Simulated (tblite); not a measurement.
Method: GFN2-xTB as coded in tblite; computed harmonic values from a numerical Hessian at the method's own geometry, unscaled. Errors from tens to a few hundred cm⁻¹ against measured bands are possible. Modes of hydrogen on phosphorus and silicon can be 10 to 20 % off. One conformer each. Thermal functions are those of the rigid rotor and harmonic oscillator, without mixing of conformers.

**Question.** Order these by their heat capacity Cp at 298.15 K, highest first (J/(mol K)).
A. `C1C[C@@H](C2CC2)[SiH2]1`
B. `O[Si@@H]1CC[C@H]1F`
C. `CC[Si@@H](F)C=O`
D. `C[C@@H]1CO[Si@@H]1F`
E. `[PH-]c1ccoc1`
F. `C#CP=C=O`

**Answer.** A (139.2), C (127.0), B (119.7), D (113.1), E (93.2), F (82.9).

```csv
SMILES,atoms,mass (u),symmetry number,modes under 300 cm⁻¹,ZPE (kJ/mol),S translation (J/(mol K)),S rotation,S vibration,S,Cp
C1C[C@@H](C2CC2)[SiH2]1,19,112.07,1,4,418.7,167.7,117.3,80.7,365.7,139.2
CC[Si@@H](F)C=O,13,106.03,1,6,245.4,167.0,116.2,106.5,389.7,127.0
O[Si@@H]1CC[C@H]1F,13,106.03,1,5,250.5,167.0,114.4,70.0,351.4,119.7
C[C@@H]1CO[Si@@H]1F,13,106.03,1,4,256.7,167.0,113.3,65.4,345.8,113.1
[PH-]c1ccoc1,10,99.00,1,2,172.5,166.2,111.9,35.1,313.2,93.2
C#CP=C=O,6,83.98,1,3,70.3,164.1,109.4,47.4,320.9,82.9
```

Entropies and Cp are for 298.15 K and 1 bar.
